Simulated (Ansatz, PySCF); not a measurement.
Reaction (SMILES): CCCCCSC → [CH3] (CH3) + [CH2]CCCSC (the C-C bond at the site shown breaks; other sites are not compared here)
Geometries: B3LYP-D3(BJ)/def2-TZVP minima from Ansatz (a first-principles code), one conformer each, not searched for the lowest.
Geometry of the first species:
SMILES: CSCCCCC
```xyz
21

C     -4.0240     0.6980    -0.4231
C     -2.6320     0.9168     0.1623
C     -1.6161    -0.1222    -0.3064
C     -0.2219     0.0896     0.2813
C      0.7784    -0.9545    -0.1996
S      2.4513    -0.8050     0.5000
C      3.0148     0.7162    -0.3087
H     -4.7289     1.4538    -0.0722
H     -4.0029     0.7437    -1.5147
H     -4.4186    -0.2814    -0.1420
H     -2.2738     1.9159    -0.1064
H     -2.6863     0.8977     1.2555
H     -1.5582    -0.1021    -1.4005
H     -1.9742    -1.1231    -0.0401
H      0.1313     1.0895     0.0140
H     -0.2688     0.0603     1.3732
H      0.8565    -0.9459    -1.2900
H      0.4490    -1.9549     0.0890
H      4.0565     0.8562    -0.0235
H      2.4446     1.5852     0.0166
H      2.9575     0.6218    -1.3938
```

Property: bond dissociation energy (0 K, with B3LYP-D3(BJ) harmonic zero-point energies from PySCF), in kcal/mol. Cores are frozen in the correlated levels unless marked. Open shells are spin-unrestricted. No spin-orbit coupling. No relativistic terms. CBS marks a two-point X^-3 extrapolation of the correlation energy; Hartree-Fock from the larger set. [CCSD(T)-MP2]/basis is that difference in the basis named.

```json
[
 {"level": "PBE-D3(BJ)/def2-TZVPD", "program": "Ansatz + dftd3", "bond dissociation energy (kcal/mol)": "86.6"},
 {"level": "PBE-D4/def2-TZVPD", "program": "Ansatz + dftd4", "bond dissociation energy (kcal/mol)": "86.5"},
 {"level": "revPBE-D3(BJ)/def2-TZVPD", "program": "Ansatz + dftd3", "bond dissociation energy (kcal/mol)": "82.7"},
 {"level": "PBE0-D4/def2-TZVPD", "program": "Ansatz + dftd4", "bond dissociation energy (kcal/mol)": "85.6"},
 {"level": "BHLYP-D3(BJ)/def2-TZVPD", "program": "Ansatz + dftd3", "bond dissociation energy (kcal/mol)": "…"},
 {"level": "HSE06/def2-TZVPD", "program": "Ansatz", "bond dissociation energy (kcal/mol)": "84.3"},
 {"level": "CAM-B3LYP/def2-TZVPD", "program": "Ansatz", "bond dissociation energy (kcal/mol)": "83.0"},
 {"level": "LC-wPBE/def2-TZVPD", "program": "Ansatz", "bond dissociation energy (kcal/mol)": "83.7"},
 {"level": "PBE-QIDH/def2-TZVPD", "program": "Ansatz", "bond dissociation energy (kcal/mol)": "…"},
 {"level": "SCS-MP2/cc-pV(D+d)Z", "program": "Ansatz", "bond dissociation energy (kcal/mol)": "88.1"},
 {"level": "SCS-MP2/cc-pwCVTZ", "program": "Ansatz", "bond dissociation energy (kcal/mol)": "89.7"},
 {"level": "CCSD(T) with core electrons (1s frozen past Ne)/cc-pwCVTZ", "program": "Ansatz", "bond dissociation energy (kcal/mol)": "86.9"},
 {"level": "RI-MP2/CBS(cc-pV(T+d)Z,cc-pV(Q+d)Z)+[CCSD(T)-MP2]/cc-pV(T+d)Z", "program": "Ansatz", "bond dissociation energy (kcal/mol)": "…"}
]
```

Question: Fill in the missing entries.

Answer: 
- BHLYP-D3(BJ)/def2-TZVPD, bond dissociation energy (kcal/mol): 80.8
- PBE-QIDH/def2-TZVPD, bond dissociation energy (kcal/mol): 87.2
- RI-MP2/CBS(cc-pV(T+d)Z,cc-pV(Q+d)Z)+[CCSD(T)-MP2]/cc-pV(T+d)Z, bond dissociation energy (kcal/mol): 88.3
